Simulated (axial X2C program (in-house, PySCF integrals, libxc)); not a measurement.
# Outer orbitals of SbO⁻ at 1.872 Å, PBE0

Calculated with an axial X2C code built on PySCF integrals. Spin-free means the one-electron spin-free X2C Hamiltonian; two-component (2c) means X2C with spin–orbit coupling and atomic mean-field two-electron Coulomb and Gaunt terms, so the difference of the two also holds small scalar two-electron terms. Basis: Sb dyall-acv3z [12s13p9d5f1g], O dyall-av3z [7s6p3d2f] (cores contracted in-house); Gaussian nuclei, density fitting, unrestricted open shells. Masses: Sb 120.904 u, O 15.995 u.

The distance is close to the 2c PBE0 minimum; the highest filled and lowest empty levels are listed.

Spin-free orbitals, state M_S = 1, Λ = 0 (beyond evenly filled blocks: π+α, π-α) (Löwdin shares):

```tsv
symmetry	occupied	ε (eV)	atomic character
σα	yes	-30.40	98% Sb d
σβ	yes	-30.33	98% Sb d
δ+α	yes	-30.30	100% Sb d
δ-α	yes	-30.30	100% Sb d
π-α	yes	-30.21	99% Sb d
π+α	yes	-30.21	99% Sb d
π-β	yes	-30.13	99% Sb d
π+β	yes	-30.13	99% Sb d
δ-β	yes	-30.12	100% Sb d
δ+β	yes	-30.12	100% Sb d
σα	yes	-19.38	74% O s, 7% Sb p, 7% Sb d
σβ	yes	-18.43	73% O s, 8% Sb p, 7% Sb d
σα	yes	-8.57	60% Sb s, 25% O p, 6% O s
σβ	yes	-7.40	56% Sb s, 30% O p, 7% O s
π-α	yes	-3.34	76% O p, 19% Sb p, 2% Sb f
π+α	yes	-3.34	76% O p, 19% Sb p, 2% Sb f
σα	yes	-3.19	59% O p, 25% Sb p, 11% Sb s
σβ	yes	-2.66	53% O p, 27% Sb p, 14% Sb s
π-β	yes	-1.98	72% O p, 21% Sb p, 3% Sb d
π+β	yes	-1.98	72% O p, 21% Sb p, 3% Sb d
π+α	yes	0.14	68% Sb p, 18% O p, 8% Sb d
π-α	yes	0.14	68% Sb p, 18% O p, 8% Sb d
π+β	no	2.97	72% Sb p, 15% O p, 8% Sb d
π-β	no	2.97	72% Sb p, 15% O p, 8% Sb d
σα	no	3.02	70% Sb p, 26% Sb s
σβ	no	3.39	80% Sb p, 15% Sb s, 3% Sb d
```

The highest filled level is positive, so this functional does not bind it, and the empty levels of an anion are set by the basis.

Spinors with spin–orbit coupling (state Ω = 1):

| ω | occupied | ε (eV) | atomic character | λ mixture |
| --- | --- | --- | --- | --- |
| 5/2 | yes | -29.82 | 100% Sb d | 100% δ |
| -1/2 | yes | -29.81 | 98% Sb d | 55% σ, 45% π |
| 1/2 | yes | -29.81 | 98% Sb d | 51% π, 49% σ |
| 3/2 | yes | -29.72 | 100% Sb d | 78% π, 22% δ |
| -3/2 | yes | -29.68 | 100% Sb d | 84% π, 16% δ |
| -5/2 | yes | -29.65 | 100% Sb d | 100% δ |
| 1/2 | yes | -19.39 | 74% O s, 7% Sb p, 7% Sb d | 100% σ |
| -1/2 | yes | -18.45 | 73% O s, 8% Sb p, 7% Sb d | 100% σ |
| 1/2 | yes | -8.57 | 60% Sb s, 25% O p, 6% O s | 100% σ |
| -1/2 | yes | -7.41 | 56% Sb s, 30% O p, 7% O s | 100% σ |
| -1/2 | yes | -3.42 | 73% O p, 21% Sb p, 2% Sb f | 98% π, 2% σ |
| 3/2 | yes | -3.30 | 77% O p, 18% Sb p, 2% Sb f | 100% π |
| 1/2 | yes | -3.20 | 58% O p, 26% Sb p, 11% Sb s | 100% σ |
| -1/2 | yes | -2.67 | 54% O p, 26% Sb p, 14% Sb s | 98% σ, 2% π |
| 1/2 | yes | -2.00 | 71% O p, 23% Sb p, 3% Sb d | 100% π |
| -3/2 | yes | -1.98 | 74% O p, 19% Sb p, 4% Sb d | 100% π |
| -1/2 | yes | 0.00 | 66% Sb p, 19% O p, 8% Sb d | 100% π, 0% σ |
| 3/2 | yes | 0.28 | 69% Sb p, 16% O p, 9% Sb d | 100% π |
| 1/2 | no | 2.90 | 69% Sb p, 17% O p, 9% Sb d | 100% π, 0% σ |
| -3/2 | no | 3.03 | 75% Sb p, 14% O p, 8% Sb d | 100% π |
| 1/2 | no | 3.03 | 72% Sb p, 25% Sb s | 100% σ |
| -1/2 | no | 3.39 | 85% Sb p, 10% Sb s, 2% Sb d | 84% σ, 16% π |
| -1/2 | no | 3.40 | 95% Sb p, 3% Sb s | 84% π, 16% σ |

The highest filled level is positive, so this functional does not bind it, and the empty levels of an anion are set by the basis.

Q: How does the gap between the highest filled and lowest empty level change from the spin-free to the 2c table?

A: From 2.83 to 2.62 eV at PBE0, a change of -0.21 eV.

Mulliken charges and populations of the two-component result (they depend on the basis, above all on diffuse functions):

Sb 0.03 e (s 9.83 p 20.99 d 20.11 f 0.04), O -1.03 e (s 4.06 p 4.93 d 0.04). ⟨Lz⟩ = 0.00 ħ and ⟨Sz⟩ = 1.00 ħ (0.81 and 0.18 on the two atoms), which add up to Ω.

The state is one determinant whose occupation by symmetry is held fixed; it was picked as the lowest of a PBE0 search that is not exhaustive. Density functionals use the spin component along the axis (collinear). Other states lie close and PBE0, whose exact exchange favours high spin, may order them wrongly; the determinant shown need not be the ground state. The nearest other spin-free determinant of the search, M_S = 0, Λ = 2, lies 0.62 eV up at the distance of the search. With several unpaired electrons one determinant need not be a pure state. Open-shell Ω = 0 determinants with evenly filled partner blocks cannot be reached by this program, so the Ω shown need not be the lowest component. This is the Ω = 1 component of a π² triplet; the 0⁺ component is not one determinant and can lie lowest. The highest occupied level of some functionals is positive through self-interaction error; at Hartree–Fock it is bound.
